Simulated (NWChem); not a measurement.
**Correlation energy of phosphoric acid (H3O4P)**

SMILES: P(O)(=O)(O)O
```xyz
8

O      0.4871     0.0867     1.4956
P      0.0953    -0.0025    -0.0820
O      1.2280    -0.0322    -1.0566
O     -0.9113    -1.2820    -0.0880
O     -0.9577     1.2315    -0.2187
H      1.2783     0.6506     1.6007
H     -0.3992    -2.0952    -0.2653
H     -1.0786     1.4500    -1.1635
```
Charge 0, spin multiplicity 1.

Everything below was run with NWChem. Structure: optimised with PBE/def2-SVP, a minimum by its harmonic frequencies. It is one conformer; others weren't searched.

Basis set: def2-SVP. Each correlation energy counts from its own Hartree-Fock reference.

The correlated methods keep 9 core orbitals frozen. No row is a measurement; the coupled-cluster row has its own basis-set and correlation limits.

Task: For the correlation energy, CCSD(T) gives -899.8 mHa and CCSD+T(CCSD) gives -901.6 mHa. What do CCSD, SCS-MP2, MP2 give?

Result: CCSD: -878.5 mHa; SCS-MP2: -832.8 mHa; MP2: -863.2 mHa.
